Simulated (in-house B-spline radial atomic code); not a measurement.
Successive ionisation energies of iodine; each step leads to the configuration of the next row (after the last: [Kr] 4d3/2(4) 4d5/2(1)). Dirac energy differences include first-order Breit, QED and recoil terms. NIST's values go from ground level to ground level; the uncertainty of those that are theory runs from under 0.1 % in few-electron ions to several per cent in heavy many-electron ones. Computed with an all-electron radial atomic-structure program (B-spline basis): Dirac-Hartree-Fock, jj configuration that fills j = l - 1/2 first, finite nuclei.

A number in brackets counts the electrons of a j subshell.

```
 ion                    configuration  ionisation energy (eV)  tabulated value (eV)    tabulated kind  computed minus tabulated (eV)  highest orbital  largest mean radius (bohr)
   I  [Kr] 4d10 5s2 5p1/2(2) 5p3/2(3)                    9.94              10.45124          measured                          -0.51            5p3/2                      2.5177
  I+  [Kr] 4d10 5s2 5p1/2(2) 5p3/2(2)                   18.67              19.13126          measured                          -0.46            5p3/2                      2.3677
 I2+  [Kr] 4d10 5s2 5p1/2(2) 5p3/2(1)                   28.20                 29.57          measured                          -1.37            5p3/2                      2.2524
 I3+           [Kr] 4d10 5s2 5p1/2(2)                   39.04                40.357          measured                          -1.32            5p1/2                      2.0996
 I4+           [Kr] 4d10 5s2 5p1/2(1)                   50.54                 51.52          measured                          -0.98            5p1/2                      2.0187
 I5+                    [Kr] 4d10 5s2                   72.23                  74.4    semi-empirical                          -2.17            5s1/2                      1.7746
 I6+                    [Kr] 4d10 5s1                   85.90                 87.61    semi-empirical                          -1.71            5s1/2                      1.7273
 I7+                        [Kr] 4d10                  149.51                150.81          measured                          -1.30            4d5/2                     0.89872
 I8+           [Kr] 4d3/2(4) 4d5/2(5)                  173.15                   171  tabulated theory                           2.15            4d5/2                     0.87937
 I9+           [Kr] 4d3/2(4) 4d5/2(4)                  197.60                   197  tabulated theory                           0.60            4d5/2                     0.86169
I10+           [Kr] 4d3/2(4) 4d5/2(3)                  222.83                 220.9  tabulated theory                           1.93            4d5/2                     0.84514
I11+           [Kr] 4d3/2(4) 4d5/2(2)                  248.81                   247  tabulated theory                           1.81            4d5/2                     0.82956
```

**Question.** Where is the largest jump?

**Answer.** From I to I+, by a factor of 1.88 (9.9389 to 18.673 eV); the highest orbital goes from 5p3/2 to 5p3/2.

**Question.** How far is this level of theory from the measured and semi-empirical values?

**Answer.** Over those 8 rows the differences run from -2.17 to -0.458 eV (mean absolute value 1.2 eV). The calculation leaves out correlation and, in open shells, the multiplet splittings that an average leaves out.
